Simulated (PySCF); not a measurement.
## Spinor energies of B²⁺ (boron, charge +2)

Start: [He] 3d1; 3d5/2 filled at m_j = +5/2. Calculated with PySCF 2.14 in x2c-TZVPall-2c with one added diffuse shell each of s, p, d type (6s4p3d1f, 40 functions): generalised Hartree-Fock with the X2C-1e Hamiltonian and a Gaussian nucleus; one run each with spin-orbit coupling (SO) switched off, then screened by Boettger's factors. This is a chosen level, not necessarily the ground level.

```tsv
spinor shell	electrons	ε, spin-free (eV)	ε, screened SO (eV)	weight of nominal j (screened SO)	rms radius, screened SO (bohr)
1s1/2	2	-250.69	-250.69	1.000	0.377
3d5/2	1	-13.546	-13.545	1.000	3.85
```

| quantity | spin-free | screened SO |
| --- | --- | --- |
| E (hartree) | -22.48989 | -22.48989 |
| M_J | 5/2 | 5/2 |
| ⟨J²⟩ | 8.750 | 8.750 |
| ⟨L²⟩ | 6.000 | 6.000 |
| ⟨S²⟩ | 0.750 | 0.750 |

Without spin-orbit coupling the j labels of p, d and f shells carry no meaning; the spin-free column gives the mean over the occupied spinors of each nl shell.
